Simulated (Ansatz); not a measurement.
Sn₂Te₃, relaxed as a singlet with RKS PBE0-D4/def2-SVP in Ansatz, starting from the GFN1-xTB geometry. Force threshold 0.02 eV/Å.

In the def2 sets Sn, Te take a core potential; there is no spin–orbit coupling. Another isomer (singlet) lies 0.42 eV lower at PBE0-D4/def2-TZVP; other spin states weren't run for this one.

Start:

```
atom   x (Å)   y (Å)   z (Å)
 Sn1  -1.808  -0.469  -1.505
 Sn2   1.837  -0.956   1.211
 Te3   0.047  -2.154  -0.449
 Te4   1.043   1.646   1.172
 Te5  -1.119   1.933  -0.429
```

```
        step  energy (eV)  largest force component (eV/Å)  SCF passes
           1  -33549.3654                           0.291          17
2 (rejected)  -33549.3434                           0.368          21
           3  -33549.3841                           0.021          20
           4  -33549.3842                           0.003          15
```

Force components are those of the run's own axes.

End:

```xyz
5

Sn   -1.831   -0.466   -1.522
Sn    1.861   -0.958    1.226
Te    0.047   -2.180   -0.453
Te    1.051    1.657    1.186
Te   -1.128    1.947   -0.436
```

By distances, no bond broke or formed. The bond that changes most is Sn1–Te3, from 2.72 to 2.76 Å (atoms count from 1).

No frequencies were taken in this run, so the end may be a saddle point.

Run time 15 s (4 threads of Arm Neoverse V2 on a shared host).
